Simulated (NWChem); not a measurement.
System: C2H7FOSi; SMILES CCO[SiH2]F

NWChem input:

```
start job
memory heap 200 mb stack 900 mb global 1100 mb
geometry units angstroms noautoz
  Si     0.520226     1.231425    -0.018724
  F     -0.853226     2.095913    -0.050353
  O      0.219969    -0.319758     0.435401
  C     -0.448863    -1.299694    -0.332193
  C     -0.115339    -2.673864     0.197294
  H      1.072612     1.277566    -1.401119
  H      1.413393     1.813380     1.008342
  H     -0.157287    -1.219121    -1.397586
  H     -1.538569    -1.123946    -0.283066
  H     -0.416362    -2.763171     1.251556
  H     -0.639381    -3.449194    -0.381697
  H      0.966747    -2.862202     0.133787
end
basis spherical
  * library 6-31g*
end
dft
  xc r2scan
  iterations 150
  mulliken
end
task dft energy
```

Coordinates come from a PBE0/def2-SVP optimisation. Not confirmed as a minimum by frequencies.

### Question
Predict the main results of this run. (r2SCAN/6-31G* (spherical d).) Quantities: energy (Ha); highest occupied level (eV); orbital gap (eV); dipole (D).

### Answer
```json
{
  "energy (Ha)": "-544.89",
  "highest occupied level (eV)": "-7.13",
  "orbital gap (eV)": "8.04",
  "dipole (D)": "1.65"
}
```
